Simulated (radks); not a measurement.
Values are calculated unless marked as measured or tabulated.
Cr4+, configuration [Ar] 3d2. Level of theory: Dirac Kohn-Sham, PBE, spin-unpolarised, spherical densities, finite nucleus; open shells fill j = l - 1/2 first; Fermi nuclear charge, rms radius 3.6452 fm (a radial shooting solver on a logarithmic mesh with Libxc functionals).

Normalised radial functions P(r) = r R(r) (large component), r in bohr:

r,2p3/2,3p1/2,3p3/2
0.002365,0.0023,0.0013,0.0009
0.002982,0.0037,0.0019,0.0014
0.003791,0.0059,0.0029,0.0022
0.004819,0.0094,0.0044,0.0036
0.006078,0.0147,0.0067,0.0056
0.007726,0.0233,0.0103,0.0089
0.009822,0.0366,0.0157,0.0139
0.01239,0.0564,0.0237,0.0215
0.01575,0.0874,0.0362,0.0333
0.02002,0.1341,0.0546,0.0510
0.02525,0.2003,0.0806,0.0761
0.03209,0.2984,0.1187,0.1132
0.0408,0.4355,0.1712,0.1647
0.05145,0.6126,0.2380,0.2306
0.06541,0.8450,0.3236,0.3155
0.08315,1.1208,0.4207,0.4126
0.1049,1.4065,0.5126,0.5056
0.1333,1.6786,0.5813,0.5769
0.1695,1.8632,0.5869,0.5868
0.2137,1.8939,0.4932,0.4987
0.2717,1.7313,0.2647,0.2763
0.3426,1.4001,-0.0788,-0.0627
0.4356,0.9591,-0.5036,-0.4860
0.5537,0.5406,-0.8902,-0.8756
0.6983,0.2476,-1.1093,-1.1013
0.8877,0.0825,-1.0995,-1.0997
1.128,0.0191,-0.8765,-0.8828
1.423,0.0030,-0.5685,-0.5767
1.809,0.0003,-0.2838,-0.2903
2.3,0.0000,-0.1051,-0.1085
2.9,0.0000,-0.0281,-0.0294
3.687,0.0000,-0.0045,-0.0048

2p3/2: eigenvalue -620.51 eV, 0 radial nodes, <r> = 0.261 bohr, 90 % of the charge inside 0.428 bohr. 3p1/2: eigenvalue -104.18 eV, 1 radial node at r = 0.327 bohr, <r> = 0.912 bohr, 90 % of the charge inside 1.39 bohr. 3p3/2: eigenvalue -103.06 eV, 1 radial node at r = 0.330 bohr, <r> = 0.919 bohr, 90 % of the charge inside 1.40 bohr.
